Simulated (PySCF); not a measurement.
A calculated (LDA, PySCF 2.14, x2c-TZVPPall with one added diffuse shell each of s, p, d, f type, the spin-free X2C one-electron Hamiltonian (Gaussian nucleus)) atom or ion has these occupied shells.

```
shell  electrons  orbital energy (eV)  rms radius, mean of both spins (bohr)
 1s α          1             -55290.3                                 0.0236
 1s β          1             -55290.3                                 0.0236
 2s α          1              -9256.2                                 0.0954
 2s β          1              -9256.1                                 0.0954
 2p α          3              -8224.4                                 0.0858
 2p β          3              -8224.3                                 0.0858
 3s α          1              -2074.5                                  0.246
 3s β          1              -2072.7                                  0.246
 3p α          3              -1757.6                                  0.246
 3p β          3              -1755.9                                  0.246
 3d α          5              -1345.1                                  0.225
 3d β          5              -1343.7                                  0.225
 4s α          1              -416.38                                  0.551
 4s β          1              -412.70                                  0.551
 4p α          3              -311.44                                  0.586
 4p β          3              -307.82                                  0.586
 4d α          5              -167.31                                  0.641
 4d β          5              -163.78                                  0.641
 5s α          1              -55.143                                   1.34
 5s β          1              -53.249                                   1.34
 5p α          3              -29.901                                   1.59
 5p β          3              -28.373                                   1.59
 4f α          7              -10.917                                  0.913
 4f β          3               -8.000                                  0.913
 6s α          1               -4.634                                   4.07
 6s β          1               -4.216                                   4.07
 5d α          1               -2.724                                   3.11
```

Question: Name the element and its charge.

Answer: Ho (holmium, neutral), in [Xe] 4f10 5d1 6s2, one real determinant (an excited configuration).
